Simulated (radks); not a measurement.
Q: Sb4+, configuration [Kr] 4d10 5s1. Calculated with a radial shooting solver on a logarithmic mesh with Libxc functionals: scalar-relativistic Kohn-Sham, r2SCAN, spin-polarised, spherical densities, finite nucleus; open shells are filled with parallel spins first (spin-orbit coupling, left out, can overturn this in heavy ions); meta-GGA in the generalised Kohn-Sham scheme; Fermi nuclear charge, rms radius 4.6802 fm. Some entries of the table are withheld. Estimate them.

orbital,occ.,eigenvalue (eV),r(max) (bohr),<1/r> (bohr^-1)
1s up,1,-30403.58,0.01835,54.32
1s down,1,-30403.52,0.01835,54.32
2s up,1,-4679.182,0.1036,12.43
2s down,1,-4679.174,0.1036,12.43
2p up,3,-4202.143,0.08306,11.92
2p down,3,-4202.123,0.08307,11.92
3s up,1,-958.4436,0.2995,4.437
3s down,1,-958.3896,0.2995,4.437
3p up,3,-801.8365,0.2931,4.216
3p down,3,-801.7791,0.2931,4.216
3d up,5,-563.3033,0.2447,3.976
3d down,5,-563.2527,0.2447,3.976
4s up,1,-195.5091,0.7234,1.750
4s down,1,-195.3586,0.7237,1.750
4p up,3,-147.3300,0.7627,1.597
4p down,3,-147.1652,0.7629,1.598
4d up,5,-76.8540,0.8447,1.307
4d down,5,-76.4747,0.8439,1.315
5s up,1,(1),1.781,0.6668
5s down,0,(2),1.765,0.6718

A: 
(1) 5s up eigenvalue (eV): -50.4963
(2) 5s down eigenvalue (eV): -47.8481
